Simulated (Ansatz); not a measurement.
C₃H₁₁NOSi, SMILES CC(C)O[SiH2]N.

The structure is a stationary point at TPSSh-D3(BJ)/def2-SVP. This is a generated structure with no PubChem entry under its InChIKey; it may be hypothetical. Other conformers were not sampled.

Two levels are set side by side: PBE/def2-SVPD (Ansatz, a first-principles code) and CAM-B3LYP/def2-SVPD (Ansatz). Energy differences of separate SCF runs at the same geometry; the states with an electron removed or added have multiplicity 2 and 2. Differences are taken from unrounded values.

```
quantity                           CAM-B3LYP
---------------------------------  ---------
vertical ionisation energy (eV)         9.76
vertical singlet–triplet gap (eV)       6.40
```

Q: What does PBE give, and how far is it from CAM-B3LYP? (The exact figures need the calculation; the answer reports its results.)

A: 
| quantity | PBE | PBE minus CAM-B3LYP |
|---|---|---|
| vertical ionisation energy (eV) | 9.02 | -0.74 |
| vertical singlet–triplet gap (eV) | 5.79 | -0.60 |
